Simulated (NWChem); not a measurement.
**Correlation energy of silene (CH₄Si)**

```
Si
C 1 1.7076
H 2 1.0937 1 122.09
H 2 1.0937 3 115.83 1 180.00
H 1 1.4855 2 122.73 3 180.00
H 1 1.4855 5 114.54 2 180.00
```
Charge 0, spin multiplicity 1.

The numbers come from NWChem runs, not from measurements. The geometry was optimised at PBE0/def2-SVP, a minimum by its harmonic frequencies.

Basis set: STO-3G. Each correlation energy counts from its own Hartree-Fock reference.

The correlated methods keep 6 core orbitals frozen. Coupled-cluster values serve here as a point of comparison, not as the truth.

Question: Order these methods by the correlation energy they give, lowest first: MP2, SCS-MP2, CCSD, CCSD+T(CCSD).

Answer: CCSD+T(CCSD) (-163.0 mHa), CCSD (-161.1 mHa), SCS-MP2 (-132.2 mHa), MP2 (-121.2 mHa)
